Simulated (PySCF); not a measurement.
This PySCF input asks for the NMR shieldings of `InChI=1S/C5H9ClO2/c1-4(2-3-6)5(7)8/h4H,2-3H2,1H3,(H,7,8)/p-1/t4-/m0/s1`; the geometry comes from GFN2-xTB.

```python
import basis_set_exchange as bse
import numpy as np
from pyscf import gto, dft
from pyscf.prop import nmr

atoms = """
C    -1.785065   -0.384192   -0.737837
C    -0.510287   -0.433007    0.089876
C     0.633805    0.276202   -0.642901
C     1.929158    0.090829    0.117370
Cl    3.278016    0.926518   -0.692387
C    -0.708738    0.288211    1.509225
O    -1.581106    1.157675    1.560963
O     0.073678   -0.098722    2.389185
H    -1.612871   -0.709648   -1.767451
H    -2.162513    0.636404   -0.741766
H    -2.548154   -1.019787   -0.292082
H    -0.217387   -1.472484    0.281749
H     0.396812    1.341318   -0.718717
H     0.743819   -0.121379   -1.661651
H     1.849128    0.491856    1.127113
H     2.214105   -0.960849    0.167900
"""
names = dict.fromkeys(["C", "Cl", "O", "H"], "pcSseg-1")
basis = {el: gto.basis.parse(bse.get_basis(n, elements=[el], fmt="nwchem")) for el, n in names.items()}
mol = gto.M(atom=atoms, basis=basis, charge=-1, verbose=0)
mf = dft.RKS(mol, xc="PBE0")
mf.grids.level = 2
mf.grids.alignment = dft.numint.BLKSIZE   # the property module wants whole blocks of grid points
mf.conv_tol = 1e-9
mf.kernel()

calc = nmr.RKS(mf)   # GIAO
C = mf.mo_coeff
Co = C[:, mf.mo_occ > 0]
resp = mf.gen_response(singlet=True, hermi=2)
def vind(x):   # induced exchange potential for any number of trial vectors
    d = np.einsum("pi,xij,qj->xpq", C, 2 * x.reshape(-1, C.shape[1], Co.shape[1]), Co, optimize=True)
    return np.einsum("xpq,pi,qj->xij", resp(d - d.transpose(0, 2, 1)), C, Co, optimize=True).ravel()
mo1, _ = nmr.rhf.solve_mo1(calc, with_cphf=vind)
sigma = calc.kernel(mo1)
for i, s in enumerate(sigma):   # ppm
    w = np.linalg.eigvalsh((s + s.T) / 2)
    print("%2d %-2s iso %8.1f  s11 %8.1f  s22 %8.1f  s33 %8.1f" % (i, mol.atom_pure_symbol(i), w.mean(), *w))
```

Task: What does it print?

Result: 
```
 0 C  iso    164.1  s11    144.8  s22    162.5  s33    184.9
 1 C  iso    138.2  s11    117.2  s22    143.8  s33    153.5
 2 C  iso    139.6  s11    113.0  s22    134.1  s33    171.8
 3 C  iso    134.2  s11     99.9  s22    133.4  s33    169.3
 4 Cl iso    895.3  s11    745.4  s22    838.0  s33   1102.6
 5 C  iso     14.1  s11    -73.1  s22     51.0  s33     64.3
 6 O  iso     15.4  s11   -186.7  s22    -48.3  s33    281.2
 7 O  iso    -10.0  s11   -218.9  s22    -24.1  s33    213.1
 8 H  iso     31.6  s11     27.5  s22     30.1  s33     37.3
 9 H  iso     29.9  s11     26.9  s22     28.7  s33     34.1
10 H  iso     30.8  s11     26.7  s22     28.1  s33     37.7
11 H  iso     30.4  s11     26.5  s22     31.2  s33     33.3
12 H  iso     30.0  s11     26.6  s22     31.4  s33     32.0
13 H  iso     30.5  s11     25.9  s22     32.0  s33     33.6
14 H  iso     26.4  s11     18.2  s22     26.4  s33     34.7
15 H  iso     28.4  s11     22.1  s22     29.7  s33     33.3
```

These numbers come from an equivalent density-fitted implementation of the same equations, which agrees with the script to about 0.01 ppm for H and up to a few tenths of a ppm for heavy atoms, so last digits may differ.

Task: Turn these shieldings into chemical shifts. δ = σ(ref) − σ, references computed at the same level: 13C (186.93 ppm) and 1H (31.72 ppm) vs TMS; 35Cl (949.78 ppm) vs HCl; 17O (336.08 ppm) against H2O.

Result: Averaging equivalent atoms: C 5: 172.8; C 3: 52.7; C 1: 48.7; C 2: 47.3; C 0: 22.9; Cl 4: 54; O 7: 346.0; O 6: 320.7; H 14: 5.31; H 15: 3.33; H 12: 1.71; H 11: 1.37; H 13: 1.25; H 8/9/10: 0.93 ppm. Unscaled 17O shifts of doubly bonded oxygen tend to come out too high, by tens of ppm or more. Experimental scales use liquid or dissolved standards, which lie at an offset from isolated H2O (liquid H2O: subtract about 36 ppm).

Size and cost of the density-fitted run: 183 basis functions, 47 s wall time on 1 thread of an Arm Neoverse N1, shared host; peak memory 0.83 GiB.
